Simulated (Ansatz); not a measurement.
A structure relaxed at PBE0-D4/def2-TZVP, charge 0, multiplicity 1:

```xyz
8

F    -2.503   -0.578   -0.443
C    -1.286   -0.079   -0.442
F    -1.231    0.869   -1.351
C    -0.287   -0.460    0.336
Al    1.481    0.308    0.295
H    -0.553   -1.262    1.017
H     2.554   -0.272    1.305
H     1.825    1.474   -0.717
```

(1) Give its formula and SMILES.

(2) Point group (tolerance 0.08 Å, 0.16 Å for H)?

(3) Summarise the bond lengths by kind.

## Answers

(1) C2H3AlF2, `FC(F)=[CH][AlH2]`.

(2) Cs.

(3) 2 × C–F 1.314 to 1.315 Å; 1 × C–C 1.323 Å; 1 × Al–C 1.928 Å; 1 × C–H 1.086 Å; 2 × Al–H 1.582 to 1.584 Å.

Computed with Ansatz.
